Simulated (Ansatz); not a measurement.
Mulliken charges of `[OH][Al]([F])[TeH]` from ωB97M-V/def2-TZVPP in Ansatz (PBE0-D4/def2-TZVP geometry).

```
atom   x (Å)   y (Å)   z (Å)  charge (e)
  O1   1.475  -0.002  -0.645      -0.372
 Al2   0.290  -0.617   0.376       0.664
  F3   0.675  -1.921   1.297      -0.336
 Te4  -2.044   0.276   0.636      -0.118
  H5   1.358   0.748  -1.224       0.166
  H6  -1.713   1.451  -0.486      -0.004
```

Problem. By hand: the dipole of these point charges (1 e Å = 4.8032 D).

Solution. Σ q r = (-0.109, 0.322, -0.222) e Å, of length 0.406 e Å = 1.95 D.

Problem. How does the dipole of the full density compare? (An estimate is asked.)

Solution. The calculation gave: (-0.159, 0.404, -0.270) e Å, 2.46 D; the point charges give 0.79 times that, at 3° from its direction.

Point charges leave out the atoms' own dipoles, such as those of lone pairs, and Mulliken's split depends on the basis, so the two needn't agree.
